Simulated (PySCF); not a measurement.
**Working with the constants of KO**

UHF-CCSD(T) constants of KO, ²Σ⁺ (doublet), unpaired electrons σ ↑ (basis K 6-31G(d,p), O 6-31G(d,p); no relativity; PySCF 2.14; masses 38.9637 and 15.9949 u):

- ωe: 458.3 cm⁻¹
- ωexe: 2.63 cm⁻¹
- Be: 0.31344 cm⁻¹
- αe: 0.00250 cm⁻¹
- De to K + O: 2.27 eV

(1) What force constant and bond length do these constants imply?

(2) Estimate the centrifugal constant D from the Kratzer relation and find the Dunham coefficient a1.

Correlated steps freeze 6 core orbitals. Correlated levels converge slowly with the basis: in double zeta they bind strong bonds too weakly, by up to about 1 eV, and carry superposition errors of some tenths. The state was picked by a PBE0 search and need not be the measured ground state.

Answers

(1) Reduced mass μred = 11.340 u; k = 5.8918×10⁻⁷·μred·ωe² (u, cm⁻¹, mdyn/Å) = 1.40 mdyn/Å; Re = √(16.8576/(μred·Be)) (u, cm⁻¹, Å) = 2.178 Å.

(2) D = 4Be³/ωe² = 5.86e-07 cm⁻¹; a1 = −1 − αeωe/(6Be²) = -2.94.
